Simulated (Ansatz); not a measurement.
`CC1BOB1`, relaxed with RKS PBE-D4/def2-SVP in the Gaussian-basis code of Ansatz from a rough embedded geometry. The force threshold is 0.03 eV/Å; the program also tests the step.

Charge 0, multiplicity 1.

Start:

```xyz
11

C     0.240   -0.144   -1.223
C    -0.279    0.375    0.050
B     0.820    0.536    1.146
O     0.037   -0.410    1.951
B    -1.037   -0.716    0.912
H     0.949    0.595   -1.739
H    -0.542   -0.398   -1.933
H     0.911   -1.070   -1.055
H    -0.874    1.336   -0.124
H     1.335    1.583    1.504
H    -1.560   -1.686    0.511
```

Q: How much energy does the relaxation release, and in how many steps? (An estimate is asked.)

A: The calculation gave: 232.42 kJ/mol, in 9 steps, 1 of them rejected.

Q: Which bonds change most? (Estimate.)

A: Computed: O4–B5 from 1.525 to 1.407 Å; B3–O4 from 1.468 to 1.407 Å; C1–C2 from 1.470 to 1.519 Å.

Q: Give the relaxed structure. (Best estimate.)

A: Ansatz gave: 
```xyz
11

C     0.340   -0.073   -1.445
C    -0.252    0.303   -0.097
B     0.496    0.587    1.271
O    -0.471    0.068    2.152
B    -0.882   -0.642    1.008
H     0.897    0.770   -1.904
H    -0.441   -0.383   -2.170
H     1.051   -0.919   -1.356
H    -0.986    1.142   -0.154
H     1.612    0.904    1.632
H    -1.365   -1.755    1.063
```
